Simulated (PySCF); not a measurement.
PySCF input file for In(Cl)(Me)(OH) (CH4ClInO), SMILES [CH3][In]([OH])[Cl], B3LYP-D3(BJ)/def2-SVP. The structure is a stationary point at B3LYP-D3(BJ)/def2-SVP. The structure was generated by enumeration; whether it is a known compound was not checked. The def2 effective core potentials stand for the cores of In; spin–orbit coupling is left out. One conformer was computed; it need not be the lowest.

```python
import numpy as np
from pyscf import gto, scf, dft, df
from pyscf.hessian import thermo

mol = gto.M(
    atom='''
    In    0.05573522   -0.27392326   -0.00000000
    Cl   -0.45802050    2.05232310    0.00000000
    C    -1.44444548   -1.81792766   -0.00000000
    H    -2.06763241   -1.70296236    0.89733889
    H    -0.95272571   -2.79933452    0.00000001
    H    -2.06763241   -1.70296237   -0.89733889
    O     2.03539241   -0.57649890    0.00000000
    H     2.52684712    0.25756351   -0.00000000
    ''',
    basis='def2-SVP',
    ecp={'In': 'def2-svp'},
    charge=0,
    spin=0,
    max_memory=1600,
    verbose=3,
)
mf = dft.RKS(mol, xc='b3lyp').density_fit(auxbasis='def2-universal-jkfit')
mf.disp = 'd3bj'
mf.grids.level = 3
mf.conv_tol = 1e-11
mf.max_cycle = 100
mf.kernel()

# [left out here: the lines that compute and print the analytic Hessian (its translational invariance restored by hand, since the grid's response is missing), thermochemistry and intensities]
```

Output:

```
converged SCF energy = -765.987480387329

WARN: DFTD3 does not support analytical Hessian, using finite difference


WARN: Mole.unit (angstrom) is changed to Bohr

Mode                                 0                   1                   2
Irrep
Freq [cm^-1]                       19.0601             94.1614            115.9783
Reduced mass [au]                   1.0289              3.9480              5.5426
Force const [Dyne/A]                0.0002              0.0206              0.0439
Char temp [K]                      27.4233            135.4773            166.8670
Normal mode                   x     y     z       x     y     z       x     y     z
       0  In                 0.00 -0.00  0.00    0.03 -0.01  0.00   -0.00  0.00  0.05
       1  Cl                -0.00 -0.00  0.01   -0.07 -0.03 -0.00    0.00  0.00 -0.05
       2   C                -0.00  0.00  0.00   -0.13  0.14 -0.00    0.00 -0.00 -0.13
       3   H                -0.36  0.34 -0.30   -0.11  0.23 -0.00   -0.06 -0.10 -0.16
       4   H                -0.00  0.00  0.55   -0.27  0.07 -0.00    0.00 -0.00 -0.21
       5   H                 0.36 -0.34 -0.30   -0.11  0.23  0.00    0.06  0.10 -0.16
       6   O                 0.00  0.00 -0.03    0.04  0.02 -0.00   -0.00  0.00 -0.12
       7   H                -0.00  0.00 -0.05    0.01  0.04  0.00   -0.00  0.00 -0.14
Mode                                 3                   4                   5
Irrep
Freq [cm^-1]                      122.0331            330.6370            345.8667
Reduced mass [au]                   7.1718              1.0930             33.8470
Force const [Dyne/A]                0.0629              0.0704              2.3855
Char temp [K]                     175.5785            475.7130            497.6251
Normal mode                   x     y     z       x     y     z       x     y     z
       0  In                 0.02  0.03  0.00   -0.00 -0.00  0.00   -0.01  0.04  0.00
       1  Cl                -0.07  0.00 -0.00    0.00  0.00 -0.01    0.03 -0.14  0.00
       2   C                 0.04  0.00 -0.00   -0.00 -0.00  0.01    0.02  0.03  0.00
       3   H                 0.04 -0.02 -0.00    0.02  0.03  0.02    0.02  0.02 -0.00
       4   H                 0.07  0.01  0.00   -0.00 -0.00  0.03    0.02  0.04  0.00
       5   H                 0.04 -0.02  0.00   -0.02 -0.03  0.02    0.02  0.02  0.00
       6   O                -0.01 -0.19 -0.00   -0.00  0.00 -0.07   -0.02  0.01 -0.00
       7   H                 0.12 -0.27 -0.00   -0.00  0.00  0.95   -0.00 -0.00  0.00
Mode                                 6                   7                   8
Irrep
Freq [cm^-1]                      499.5662            603.8917            732.2174
Reduced mass [au]                   4.5142             13.8689              1.1676
Force const [Dyne/A]                0.6638              2.9800              0.3688
Char temp [K]                     718.7646            868.8657           1053.4979
Normal mode                   x     y     z       x     y     z       x     y     z
       0  In                 0.01  0.03  0.00   -0.04 -0.00 -0.00   -0.00  0.00  0.01
       1  Cl                 0.00 -0.01 -0.00   -0.00  0.00  0.00    0.00  0.00 -0.00
       2   C                -0.17 -0.17 -0.00    0.03  0.03  0.00    0.00 -0.00 -0.11
       3   H                -0.16 -0.16  0.01    0.03  0.03  0.00    0.45  0.41  0.16
       4   H                -0.16 -0.17 -0.00    0.04  0.04  0.00   -0.00 -0.00  0.25
       5   H                -0.16 -0.16 -0.01    0.03  0.03 -0.00   -0.45 -0.41  0.16
       6   O                 0.05 -0.01  0.00    0.22 -0.04 -0.00   -0.00  0.00 -0.00
       7   H                 0.03  0.01  0.00    0.09  0.05  0.00    0.00 -0.00 -0.06
Mode                                 9                  10                  11
Irrep
Freq [cm^-1]                      744.6418            809.7072           1183.3914
Reduced mass [au]                   1.1603              1.0956              1.1921
Force const [Dyne/A]                0.3791              0.4232              0.9836
Char temp [K]                    1071.3737           1164.9884           1702.6367
Normal mode                   x     y     z       x     y     z       x     y     z
       0  In                -0.01  0.00 -0.00   -0.00 -0.01  0.00    0.00  0.00  0.00
       1  Cl                 0.00  0.00  0.00    0.00 -0.00 -0.00    0.00 -0.00  0.00
       2   C                 0.07 -0.07  0.00   -0.03  0.02 -0.00   -0.08 -0.08 -0.00
       3   H                 0.09  0.38 -0.04   -0.03 -0.11  0.02    0.28  0.41  0.17
       4   H                -0.56 -0.39 -0.00    0.17  0.12 -0.00    0.47  0.21  0.00
       5   H                 0.09  0.38  0.04   -0.03 -0.11 -0.02    0.28  0.41 -0.17
       6   O                -0.01  0.01  0.00   -0.01  0.06 -0.00   -0.00 -0.00 -0.00
       7   H                 0.25 -0.14  0.00    0.81 -0.44 -0.00   -0.01  0.01 -0.00
Mode                                12                  13                  14
Irrep
Freq [cm^-1]                     1430.1648           1431.9192           3055.8392
Reduced mass [au]                   1.0562              1.0579              1.0288
Force const [Dyne/A]                1.2728              1.2780              5.6606
Char temp [K]                    2057.6887           2060.2129           4396.6722
Normal mode                   x     y     z       x     y     z       x     y     z
       0  In                 0.00 -0.00  0.00    0.00 -0.00 -0.00    0.00  0.00 -0.00
       1  Cl                -0.00 -0.00 -0.00    0.00 -0.00  0.00   -0.00 -0.00  0.00
       2   C                 0.04 -0.05  0.00    0.00 -0.00 -0.07   -0.03 -0.03 -0.00
       3   H                -0.46  0.25 -0.38    0.09 -0.44  0.07    0.32 -0.07 -0.48
       4   H                 0.32  0.11 -0.00    0.00  0.00  0.72   -0.26  0.48  0.00
       5   H                -0.46  0.25  0.38   -0.09  0.44  0.07    0.32 -0.07  0.48
       6   O                 0.00  0.00 -0.00    0.00  0.00  0.00   -0.00 -0.00  0.00
       7   H                 0.01 -0.00 -0.00    0.00 -0.00  0.00   -0.00  0.00  0.00
Mode                                15                  16                  17
Irrep
Freq [cm^-1]                     3168.5197           3178.0049           3818.9723
Reduced mass [au]                   1.1053              1.1070              1.0671
Force const [Dyne/A]                6.5382              6.5875              9.1699
Char temp [K]                    4558.7944           4572.4415           5494.6509
Normal mode                   x     y     z       x     y     z       x     y     z
       0  In                -0.00 -0.00  0.00    0.00 -0.00  0.00    0.00 -0.00  0.00
       1  Cl                 0.00  0.00  0.00    0.00  0.00 -0.00    0.00 -0.00  0.00
       2   C                 0.00 -0.00  0.09    0.06 -0.06 -0.00    0.00  0.00 -0.00
       3   H                 0.39 -0.07 -0.54   -0.20  0.03  0.31   -0.00  0.00 -0.00
       4   H                -0.00  0.00  0.02   -0.35  0.70 -0.00    0.00  0.00  0.00
       5   H                -0.39  0.07 -0.54   -0.20  0.03 -0.31   -0.00  0.00  0.00
       6   O                -0.00 -0.00  0.00   -0.00 -0.00 -0.00   -0.03 -0.05 -0.00
       7   H                -0.00 -0.00  0.00   -0.00  0.00 -0.00    0.50  0.83  0.00
temperature 298.1500 [K]
pressure 101325.00 [Pa]
Rotational constants [GHz] 4.38309 2.30070 1.52352
Symmetry number 1
Zero-point energy (ZPE) 0.04940 [Eh]   129702.546 [J/mol]
                           tot       elec      trans        rot        vib
Entropy [J/mol/K]       375.848      0.000    173.670    114.805     87.373
Cv [J/mol/K]             91.198      0.000     12.472     12.472     66.254
Cp [J/mol/K]             99.512      0.000     20.786     12.472     66.254
Internal energy [J/mol]                      3718.434   3718.434 141463.233
Internal energy [Eh]   -765.93077  -765.98748
Enthalpy [J/mol]                             6197.391   3718.434 141463.233
Enthalpy [Eh]          -765.92982
Gibbs free energy [J/mol]                  -45582.261 -30510.576 115412.862
Gibbs free energy [Eh] -765.97250
mode   freq/cm-1   IR/(km/mol)
   1       19.06         0.049
   2       94.16         2.615
   3      115.98         7.162
   4      122.03        19.367
   5      330.64       110.045
   6      345.87        40.111
   7      499.57        10.687
   8      603.89        73.008
   9      732.22        22.082
  10      744.64        14.912
  11      809.71       113.747
  12     1183.39         3.221
  13     1430.16         1.608
  14     1431.92         2.751
  15     3055.84         2.958
  16     3168.52         0.343
  17     3178.00         0.355
  18     3818.97        52.574
max |gradient| / (hartree/bohr): 3.6354457204653366e-05
APT charges: [ 1.3488e+00 -6.0060e-01 -2.2960e-01  9.8000e-03 -1.0000e-04  9.8000e-03
 -7.7660e-01  2.3850e-01]
```

The run converged.
